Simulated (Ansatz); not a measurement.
Isolated molecules relaxed with PBE0-D4/def2-TZVP in Ansatz; ΔE leaves out vibrations. CBS: MP2 limit from def2 TZ/QZ plus the TZ coupled-cluster correction, frozen cores. DFT in def2-TZVPP. B3LYP here is the variant with VWN-RPA as its local correlation; programs differ in this. def2 core potentials past Kr. For Ga, I outer-core shells are correlated without core-valence functions, which leaves a few kJ/mol of doubt a bond. Scalar relativity is left out up to krypton. One conformer a species, not always the lowest.

Reaction (isomerisation): `F[CH2][GaH][I]` → `[CH3][Ga]([F])[I]`

```
             level  ΔE (kJ/mol)  difference from CCSD(T)/CBS
            B97M-V       -206.6                          7.5
           PBE0-D4       -203.8                         10.3
          BHLYP-D4       -208.6                          5.5
            revPBE       -200.4                         13.7
              PBE0       -203.8                         10.3
             B3LYP       -204.9                          9.2
           r2SCANh       -211.5                          2.6
         CAM-B3LYP       -206.3                          7.8
           LC-ωPBE       -209.1                          5.0
SCS-MP2/def2-QZVPP       -220.9                         -6.8
       CCSD(T)/CBS       -214.1                            0
```

Largest T1 diagnostic among the species: 0.011.

From PBE to PBE0 (25 % exact exchange), in def2-TZVPP and without D4, ΔE moves by −3.4 kJ/mol. Leaving LDA and LC-ωPBE aside and taking each functional with its dispersion term where it has one, the values, not all of them listed here, spread over 16.0 kJ/mol, from PBE-QIDH to revPBE-D4. LDA lies +4.4 kJ/mol from PBE without D4. In def2-TZVPP, CCSD(T) changes the Hartree–Fock value by −5.8 kJ/mol (the triples alone add −0.9 kJ/mol) and MP2 by −18.1 kJ/mol.

CCSD(T)/CBS has its own doubt, a few kJ/mol and more with outer-core shells, so smaller differences from it don't rank the levels.
